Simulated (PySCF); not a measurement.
Gas-phase reaction: 2 CuI + H2 ⇌ 2 Cu + 2 HI

Computed with PySCF and rigid-rotor harmonic-oscillator thermochemistry at 1 bar. † marks an energy on the PBE0/def2-TZVP geometry and frequencies. MP2 freezes the core. Open shells (unrestricted): Cu (multiplicity 2); the rest are closed-shell singlets. I: scalar-relativistic def2 core potential, no spin-orbit coupling. Cu: all electrons, no relativistic terms. MP2 isn't extrapolated to the basis-set limit.

MP2/def2-TZVPP† gives ΔH°(298 K) = 390 kJ.

Q: What do PBE0/def2-QZVP†, M06-2X/def2-TZVP†, PBE0/def2-SVP† give?

A: PBE0/def2-QZVP†: 366 kJ; M06-2X/def2-TZVP†: 372 kJ; PBE0/def2-SVP†: 399 kJ. For scale, ΔH°(298 K) is 390 kJ at this level, 389 kJ at ωB97M-V/def2-TZVP†, and runs from 297 to 817 kJ over the 18 levels computed.
